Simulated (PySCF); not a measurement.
C3H5FSi, SMILES FC=C=C[SiH3]. Atoms are numbered in the order given.

```xyz
10

F      2.6602     0.1393    -0.6516
C      1.6232     0.8989    -0.2886
C      0.5737     0.4289     0.3412
C     -0.5128    -0.0095     0.9270
Si    -2.0018    -0.6236    -0.0430
H      1.7371     1.9531    -0.5596
H     -0.5492    -0.0242     2.0270
H     -3.2072     0.1831     0.3195
H     -2.2785    -2.0510     0.3030
H     -1.7231    -0.4951    -1.5014
```

Geometry optimised at PBE0-D3(BJ)/def2-SVP. The structure was generated by enumeration, and PubChem lists no compound with its InChIKey, so it may never have been made.

Calculation: PBE0-D3(BJ)/def2-SVP (PySCF 2.14.0).

Frequencies are harmonic and unscaled.

| mode | ν (cm⁻¹) | IR (km/mol) | Raman (Å⁴/amu) | depolarisation | moving atoms (share of kinetic energy) |
|---|---|---|---|---|---|
| 1 | 88 | 0.1 | 0.1 | 0.68 | H 85 % |
| 2 | 104 | 0.2 | 1.5 | 0.54 | F 29 %, C 27 %, Si 27 %, H 17 % |
| 3 | 198 | 2.1 | 3.9 | 0.70 | C 53 %, H 27 %, F 16 % |
| 4 | 266 | 0.9 | 5.3 | 0.68 | C 55 %, F 21 %, H 19 % |
| 5 | 421 | 20.1 | 3.5 | 0.42 | C 66 %, H 24 %, Si 10 % |
| 6 | 561 | 20.6 | 10.0 | 0.38 | H 46 %, C 26 %, Si 17 %, F 11 % |
| 7 | 625 | 14.6 | 10.1 | 0.75 | H 78 %, C 13 % |
| 8 | 666 | 12.0 | 1.2 | 0.75 | C 57 %, H 21 %, F 16 % |
| 9 | 765 | 15.4 | 7.5 | 0.35 | C 50 %, H 36 %, Si 14 % |
| 10 | 777 | 34.6 | 3.4 | 0.75 | H 58 %, C 38 % |
| 11 | 879 | 45.2 | 7.8 | 0.75 | H 82 %, C 17 % |
| 12 | 916 | 290.2 | 15.9 | 0.72 | H 90 %, Si 10 % |
| 13 | 936 | 31.3 | 18.0 | 0.75 | H 97 % |
| 14 | 947 | 65.6 | 36.6 | 0.69 | H 97 % |
| 15 | 1046 | 38.7 | 30.2 | 0.26 | C 54 %, H 34 %, F 12 % |
| 16 | 1174 | 61.5 | 12.7 | 0.48 | H 49 %, C 33 %, F 17 % |
| 17 | 1258 | 41.8 | 3.6 | 0.71 | H 74 %, C 18 % |
| 18 | 1442 | 189.6 | 3.6 | 0.45 | C 72 %, H 24 % |
| 19 | 2096 | 5.1 | 4.6 | 0.37 | C 99 % |
| 20 | 2229 | 103.2 | 233.6 | 0.14 | H 97 % |
| 21 | 2232 | 102.6 | 181.7 | 0.29 | H 97 % |
| 22 | 2258 | 74.4 | 71.4 | 0.47 | H 96 % |
| 23 | 3132 | 1.0 | 160.0 | 0.31 | H 92 %, C 8 % |
| 24 | 3215 | 3.4 | 149.7 | 0.27 | H 92 %, C 8 % |
